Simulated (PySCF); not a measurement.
PySCF 2.14 output of an unrestricted PBE0 calculation on a single atom or ion in aug-cc-pVQZ-PP with one added diffuse shell each of s, p, d, f, g type with ECP10MDF (8s7p6d4f3g, 114 functions), with a scalar-relativistic core potential:

```
SCF conv_tol = 1e-09
number electrons alpha = 14  beta = 10
    C. Adamo and V. Barone.,  J. Chem. Phys. 110, 6158 (1999)
    M. Ernzerhof and G. E. Scuseria.,  J. Chem. Phys. 110, 5029 (1999)
cycle= 1 E= -372.824635020861  delta_E= -0.00557  |g|= 0.0552  |ddm|= 0.643
cycle= 2 E= -372.824842975537  delta_E= -0.000208  |g|= 0.0392  |ddm|= 0.158
cycle= 3 E= -372.825024676564  delta_E= -0.000182  |g|= 0.00195  |ddm|= 0.0732
cycle= 4 E= -372.825027405502  delta_E= -2.73e-06  |g|= 0.00041  |ddm|= 0.00999
cycle= 5 E= -372.825027832343  delta_E= -4.27e-07  |g|= 5.58e-05  |ddm|= 0.00325
cycle= 6 E= -372.825027853966  delta_E= -2.16e-08  |g|= 6.27e-06  |ddm|= 0.00099
cycle= 7 E= -372.825027854223  delta_E= -2.57e-10  |g|= 5.25e-07  |ddm|= 0.000128
converged SCF energy = -372.825027854223  <S^2> = 6.000494  2S+1 = 5.0001976
```

The run itself started from symmetry-adapted Hartree-Fock orbitals and held the occupation by maximum overlap, on a logarithmic radial grid, so the iterations belong to that start.

Task: Which element, charge and spin multiplicity is this?

Result: Se (selenium, neutral), multiplicity 5; the state was [Ar] 3d10 4s2 4p3 4d1, high-spin 5D determinant (an excited configuration).

Energies and moments cover only the electrons outside the core potential. The outer electron is Rydberg-like, and this basis confines it to a smaller radius and binds it less than a complete one would.
